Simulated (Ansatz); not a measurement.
`F/C=C(/F)I` + HCl → `F/C=C(\F)Cl` + HI  (substitution at a C–I bond)

Computed with Ansatz on PBE0-D4/def2-TZVP structures; ΔE is electronic, products minus reactants. CCSD(T)/CBS adds triple-zeta CCSD(T) − MP2 to the extrapolated MP2 energy (def2 sets, frozen cores). This one scheme is used for every species. Double bonds are as drawn, so ΔE can hold a change between cis and trans. DFT in def2-TZVPP. B3LYP here is the variant with VWN-RPA as its local correlation; programs differ in this. HSE06 is defined as in plane-wave codes. Elements past krypton have def2 core potentials. For I outer-core shells are correlated without core-valence functions, which leaves a few kJ/mol of doubt a bond.

```
             level  ΔE (kJ/mol)  difference from CCSD(T)/CBS
       LDA (SPW92)          2.0                        -12.0
            PBE-D4          8.1                         -5.9
         revPBE-D4          9.3                         -4.7
           BLYP-D4         11.8                         -2.2
         r2SCAN-D4          6.3                         -7.7
            B97M-V          6.6                         -7.4
           PBE0-D4          6.2                         -7.8
          B3LYP-D4          9.7                         -4.3
        r2SCANh-D4          5.8                         -8.2
        r2SCAN0-D4          4.9                         -9.1
      CAM-B3LYP-D4          6.1                         -7.9
           ωB97X-V          6.1                         -7.9
           ωB97M-V          7.6                         -6.4
            B2PLYP          9.2                         -4.8
          PBE-QIDH          7.6                         -6.4
               PBE          5.7                         -8.3
            revPBE          5.9                         -8.1
              BLYP          6.9                         -7.1
            r2SCAN          5.9                         -8.1
              PBE0          4.0                        -10.0
             B3LYP          5.5                         -8.5
           r2SCANh          5.2                         -8.8
           r2SCAN0          4.3                         -9.7
             HSE06          4.2                         -9.8
             BHLYP          3.6                        -10.4
         CAM-B3LYP          3.7                        -10.3
           LC-ωPBE          3.3                        -10.7
       HF/def2-SVP         -2.3                        -16.3
      MP2/def2-SVP          3.6                        -10.4
     CCSD/def2-SVP          0.0                        -14.0
  CCSD(T)/def2-SVP          1.0                        -13.0
     HF/def2-TZVPP         -0.1                        -14.1
    MP2/def2-TZVPP         15.6                          1.6
SCS-MP2/def2-TZVPP         13.4                         -0.6
   CCSD/def2-TZVPP         10.0                         -4.0
CCSD(T)/def2-TZVPP         11.6                         -2.4
     HF/def2-QZVPP          0.0                        -14.0
      HF/CBS(def2)          0.1                        -13.9
     MP2/CBS(def2)         18.0                          4.0
    CCSD/CBS(def2)         12.4                         -1.6
       CCSD(T)/CBS         14.0                            0
```

Largest T1 diagnostic among the species: 0.012.

The D4 term adds +4.2 kJ/mol with B3LYP and +2.1 kJ/mol with PBE0; it sums over pairs of atoms, weighted by their polarisabilities, and B3LYP, whose exchange is more repulsive, gets the larger term. From BLYP to BHLYP (50 % exact exchange), in def2-TZVPP and without D4, ΔE moves by −3.3 kJ/mol.
